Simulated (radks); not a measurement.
All-electron atom: Rh1.25+ in [Kr] 5s(up 0.5, down 0.5) 4d(up 4.25, down 2.5) (fractional occupations, a model configuration). All-electron calculation, scalar-relativistic Kohn-Sham, PBE, spin-polarised, spherical densities, finite nucleus; Fermi nuclear charge, rms radius 4.4945 fm. Program: a radial shooting solver on a logarithmic mesh with Libxc functionals.

Normalised radial functions P(r) = r R(r), r in bohr:

```
   r/bohr * 4p up, o 5s up (the largest magnitude, 1.06, reaches the edge; | marks zero, & curves that meet)
 0.002636                             *o
 0.003516                             *o
  0.00469                             *o
 0.006205                             * o
 0.008276                             |*o
  0.01104                             |*o
   0.0146                             | &
  0.01948                             | o*
  0.02598                             | o *
  0.03465                             |o    *
  0.04585                            o|       *
  0.06115                           o |        *
  0.08156                          o  |        *
   0.1079                          o  |      *
   0.1439                            o|*
    0.192                     *       | o
    0.256               *             |    o
   0.3388                *            |    o
   0.4519                           * o
   0.6027                       o     |             *
   0.7974                     o       |                         *
    1.064                          o  |                          *
    1.419                             |      o           *
    1.892                             |        *     o
    2.503                             |  *             o
    3.339                             |*            o
    4.453                             *      o
    5.892                             *  o
    7.859                             &
```

4p up: eigenvalue -65.832 eV, 2 radial nodes at r = 0.147, 0.472 bohr, <r> = 1.07 bohr, 90 % of the charge inside 1.59 bohr. 5s up: eigenvalue -14.554 eV, 4 radial nodes at r = 0.0411, 0.164, 0.451, 1.18 bohr, <r> = 2.76 bohr, 90 % of the charge inside 4.04 bohr.
